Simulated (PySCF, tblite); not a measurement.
A set of runs on `O=CC(=O)C1=CC=[C]C=C1` [radical]; the geometry of each is named by its level. Settings lines and outputs come from a driver script.

Compound: C8H5O2 (doublet state).
Bonds: O1–C2 (double), C2–C3, C3–O4 (double), C3–C5, C5–C6 (aromatic), C6–C7 (aromatic), C7–C8 (aromatic), C8–C9 (aromatic), C9–C10 (aromatic), C5–C10 (aromatic). Hydrogens: H11 on C2; H12 on C6; H13 on C7; H14 on C9; H15 on C10.

Step 1: GFN2-xTB geometry optimisation, gas phase (tblite 0.8.0) (from a force-field or distance-geometry start)
```json
{"job": {"kind": "relax", "xc": "GFN2-xTB", "basis": "xTB"}, "charge": 0, "multiplicity": 2}
```
```
step      E/eV     max force
  0    -752.10479    1.717
  1    -752.15624    1.112
  2    -752.17845    0.615
...
 23    -752.21466    0.014
 24    -752.21468    0.013
 25    -752.21471    0.014
 26    -752.21473    0.012
 27    -752.21474    0.009
```

Energy lowered by 2.5 kcal/mol over 27 steps; largest atomic force 0.009 eV/Å at the end. «max force» is the largest atomic force in eV/Å.

The run took 0.18 s of wall time on one thread of an Arm Neoverse V1, no GPU, on a shared host.

Step 2: GFN2-xTB harmonic vibrations, gas phase (tblite 0.8.0) (on the GFN2-xTB geometry)
```json
{"job": {"kind": "ir", "xc": "GFN2-xTB", "basis": "xTB"}, "charge": 0, "multiplicity": 2}
```
```
(table of modes left out)
```

39 modes from -101 to 3107 cm⁻¹ (unscaled, harmonic, a negative number standing for an imaginary wavenumber); zero-point energy 63.3 kcal/mol from the real modes; the lowest is imaginary at this level.

The run took 0.53 s wall on Arm Neoverse V1, one thread, no GPU (shared host).

Step 3: UKS B3LYP, pcH-1 on C H O, non-relativistic, mean-field spin-orbit, GIAO (PySCF 2.14.0) (on the GFN2-xTB geometry)
```json
{"job": {"kind": "epr", "basis": "pcH-1"}, "charge": 0, "multiplicity": 2}
```
```
...
E = -458.22726928 Eh   <S^2> = 0.7577 (exact 0.7500)
g shifts (ppm)      1          2          3
  rmc          -163       -163       -163
  gc             30         10        -47
  oz_so        -792       -139       1040
  total        -925       -291        831
hyperfine (MHz)  atom isotope    a_iso     a_fc   dipolar eigenvalues
    0   17O      -0.91      -0.91     -0.74      0.32      0.42
    1   13C      -0.13      -0.13     -0.17     -0.09      0.26
    2   13C       3.02       3.02     -0.64      0.08      0.56
    3   17O       0.76       0.76     -2.23     -2.11      4.34
    4   13C      -7.10      -7.10     -5.69      1.96      3.74
    5   13C      46.31      46.31     -6.59     -2.13      8.72
    6   13C      14.55      14.55    -13.57     -2.47     16.04
    7   13C     396.81     396.81    -80.47    -63.26    143.73
    8   13C      14.37      14.37    -13.97     -2.27     16.24
    9   13C      45.69      45.69     -6.77     -2.43      9.21
   10    1H       0.66       0.66     -0.34     -0.29      0.63
   11    1H      15.59      15.59     -3.12     -2.49      5.61
   12    1H      55.95      55.95     -6.96     -5.82     12.78
   13    1H      55.09      55.09     -6.97     -5.81     12.78
   14    1H      15.27      15.27     -3.19     -2.37      5.56
```

⟨S²⟩ 0.758; g_iso 2.0022. rmc, gc and oz_so are the mass-correction, gauge-correction and orbital-Zeeman/spin–orbit parts of the g shift along its three principal axes; a_iso is the isotropic hyperfine coupling and a_fc its Fermi-contact part. The log counts atoms from 0, this text from 1.

The run took 94 s of wall time (with the writing of density and orbital grids) on one thread, Arm Neoverse V1 (aarch64), no GPU, on a shared host, and the process peaked at 1.1 GiB of memory.

Geometry of the electronic-property runs (GFN2-xTB):
```
atom  x, y, z in Å
O1     2.2682    1.7853   -0.6954
C2     2.4900    1.0035    0.1857
C3     1.5375   -0.0151    0.8016
O4     1.9890   -0.7134    1.6900
C5     0.1466   -0.1283    0.3278
C6    -0.6542   -1.0933    0.9522
C7    -1.9755   -1.2675    0.5666
C8    -2.4401   -0.4626   -0.4333
C9    -1.7130    0.4927   -1.0800
C10   -0.3881    0.6648   -0.6905
H11    3.4797    0.9367    0.6763
H12   -0.2287   -1.7001    1.7382
H13   -2.5951   -2.0099    1.0456
H14   -2.1320    1.1020   -1.8657
H15    0.2112    1.4132   -1.1835
```

 GFN2-xTB frequencies show an imaginary mode (101i cm⁻¹), so this geometry is no minimum at that level. (This holds for the electronic-property runs.)

One conformer stands for the species.
